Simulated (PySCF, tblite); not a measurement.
Calculations on `C=CC[C@@H]1CCO[Si@H]1Cl`, in the order of a workflow; each names the level of the geometry that it ran on. Settings lines and outputs come from a driver script.

Species: C6H11ClOSi.
Atom-mapped SMILES: `[CH2:1]=[CH:2][CH2:3][C@@H:4]1[CH2:5][CH2:6][O:7][Si@H:8]1[Cl:9]` (hydrogens: H10, H11 on C1; H12 on C2; H13, H14 on C3; H15 on C4; H16, H17 on C5; H18, H19 on C6; H20 on Si8)

Step 1: GFN2-xTB geometry optimisation, gas phase (tblite 0.8.0) (from a force-field or distance-geometry start)
```json
{"job": {"kind": "relax", "xc": "GFN2-xTB", "basis": "xTB"}, "charge": 0, "multiplicity": 1}
```
```
step      E/eV     max force
  0    -784.88052    2.792
  1    -785.16102    1.913
  2    -785.25930    0.803
...
 69    -785.47485    0.013
 70    -785.47487    0.012
 71    -785.47489    0.012
 72    -785.47492    0.011
 73    -785.47494    0.010
```

Energy lowered by 13.7 kcal/mol over 73 steps; largest atomic force 0.010 eV/Å at the end. «max force» is the largest atomic force in eV/Å.

The run took 0.49 s on one thread, AMD EPYC 9B45 (x86_64), no GPU (shared host).

Step 2: GFN2-xTB harmonic vibrations, gas phase (tblite 0.8.0) (on the GFN2-xTB geometry)
```json
{"job": {"kind": "ir", "xc": "GFN2-xTB", "basis": "xTB"}, "charge": 0, "multiplicity": 1}
```
```
(table of modes left out)
```

54 modes from 50 to 3128 cm⁻¹ (unscaled, harmonic); zero-point energy 98.9 kcal/mol; all wavenumbers are real at this level.

Time: 0.7 s. Hardware: an AMD EPYC 9B45 with one thread, shared host with 96 logical CPUs at a one-minute load of 20.

Step 3: PBE0-D3(BJ)/def2-SVP geometry optimisation, gas phase (PySCF 2.14.0) (from the GFN2-xTB geometry)
```json
{"job": {"xc": "PBE0", "basis": "def2-SVP", "d3": "d3bj", "grid": 1, "shake": 0.01, "kind": "geom"}, "charge": 0, "multiplicity": 1}
```
```
step   0  E = -1059.15599983  max force = 0.040098
step   1  E = -1059.16472113  max force = 0.005991
step   2  E = -1059.16516733  max force = 0.001833
step   3  E = -1059.16533259  max force = 0.001313
step   4  E = -1059.16539091  max force = 0.002800
step   5  E = -1059.16549930  max force = 0.001399
step   6  E = -1059.16555191  max force = 0.001070
step   7  E = -1059.16558222  max force = 0.000719
step   8  E = -1059.16559238  max force = 0.000309
optimisation converged
```

Final energy -1059.16559 Eh after 8 steps; dipole 2.67 D. Energies in Eh; «max force» is the largest Cartesian gradient component in Eh/bohr.

On AMD EPYC 9B45, one thread, on a shared host, this took 99 s of wall time and 0.85 GiB of memory at its peak.

Step 4: TDDFT CAM-B3LYP/def2-SVPD, vertical, gas phase, core orbitals frozen in the response (PySCF 2.14.0, density-fitted response routines) (on the PBE0-D3(BJ)/def2-SVP geometry)
```json
{"job": {"kind": "uv", "xc": "CAM-B3LYP", "basis": "def2-SVPD", "ip": true}, "charge": 0, "multiplicity": 1}
```
```
...
Static polarisability (au): isotropic 110.257, principal 92.031 112.779 125.961
Singlet excitations
state   eV       nm        f      main configurations
  1   7.3508    168.7   0.03960   H->L+3 0.53, H->L+1 0.17, H->L 0.16
  2   7.4164    167.2   0.48432   H->L+1 0.64, H->L 0.20
  3   7.5259    164.7   0.04300   H-1->L 0.44, H-1->L+1 0.24, H-1->L+2 0.12
  4   7.6490    162.1   0.02194   H-1->L+2 0.34, H-1->L+3 0.27, H-1->L 0.12
  5   7.7170    160.7   0.00187   H->L+4 0.30, H->L+3 0.19, H->L 0.19
  6   7.8909    157.1   0.00740   H-1->L+1 0.39, H-1->L 0.17, H-6->L+1 0.11
  7   7.9580    155.8   0.01313   H->L+2 0.19, H->L+4 0.18, H->L+5 0.14
  8   8.0358    154.3   0.01271   H-2->L 0.31, H-2->L+2 0.15, H-2->L+3 0.13
  9   8.0994    153.1   0.02523   H-2->L+2 0.26, H-2->L 0.20, H-2->L+1 0.16
 10   8.2033    151.1   0.00636   H-1->L+2 0.18, H-1->L+3 0.14, H-2->L 0.11
Triplet excitations (Tamm-Dancoff, eV): 4.3682 7.1764 7.2200 7.2527
Vertical ionisation energy (delta-SCF) = 9.8101 eV
```

HOMO -8.99 eV, LUMO 1.08 eV; lowest singlet 7.35 eV; lowest triplet 4.37 eV (Tamm–Dancoff); mean polarisability 110.3 au.

Time: 5.4 min of wall time (with the writing of density and orbital grids); peak memory 1.5 GiB. Hardware: AMD EPYC 9B45, one thread (shared host).

Geometry of the electronic-property runs (PBE0-D3(BJ)/def2-SVP):
```
atom  x, y, z in Å
C1     3.368    0.223    0.078
C2     2.123    0.677    0.223
C3     0.993    0.423   -0.726
C4    -0.192   -0.277   -0.063
C5    -1.367   -0.592   -1.003
C6    -2.601   -0.859   -0.142
O7    -2.643    0.110    0.896
Si8   -1.116    0.640    1.304
Cl9   -0.550    0.013    3.191
H10    4.144    0.441    0.815
H11    3.655   -0.386   -0.786
H12    1.883    1.276    1.113
H13    0.649    1.386   -1.148
H14    1.355   -0.176   -1.579
H15    0.162   -1.217    0.399
H16   -1.562    0.285   -1.647
H17   -1.151   -1.442   -1.671
H18   -3.533   -0.788   -0.724
H19   -2.558   -1.874    0.297
H20   -1.061    2.124    1.327
```

 (This holds for the electronic-property runs.)

One conformer stands for the species.
